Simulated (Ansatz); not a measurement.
`C=C[CH2][In]([F])[F]`, charge 0, multiplicity 1.

Task: Give a relaxed structure at PBE0-D4/def2-TZVP (Ansatz 0.2.0). (Best estimate.)

Result: Computed: 
Z-matrix (Å, degrees):
```
C
C 1 1.490
In 1 2.136 2 112.6
H 1 1.093 2 111.1 3 -120.5
H 1 1.094 2 111.1 3 120.6
C 2 1.324 1 127.4 3 -1.2
H 2 1.090 1 114.7 3 178.9
F 3 1.944 1 127.0 2 90.1
F 3 1.944 1 126.7 2 -91.6
H 6 1.083 2 121.8 1 -179.9
H 6 1.090 2 122.6 1 0.0
```
Point group Cs.
This is one stationary point; other conformers may exist.
